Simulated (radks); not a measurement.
Values are calculated unless marked as measured or tabulated.
All-electron atom: Ag36+ in [Ne] 3s1 (the NIST ground configuration). Level of theory: Dirac Kohn-Sham, relativistic LDA (MacDonald-Vosko exchange, VWN5 correlation), spin-unpolarised, spherical densities, finite nucleus; Fermi nuclear charge, rms radius 4.5454 fm (a radial shooting solver on a logarithmic mesh with Libxc functionals). Some entries of the table are withheld. Estimate them.

orbital  occ.  eigenvalue (Ry)  <r> (bohr)
1s1/2       2        -2010.480     0.03120
2s1/2       2        -423.3908         (1)
2p1/2       2              (2)      0.1119
2p3/2       4              (3)      0.1167
3s1/2       1        -171.7390      0.3189

Answer. 
(1) 2s1/2 <r> (bohr): 0.1324
(2) 2p1/2 eigenvalue (Ry): -406.7620
(3) 2p3/2 eigenvalue (Ry): -393.4583
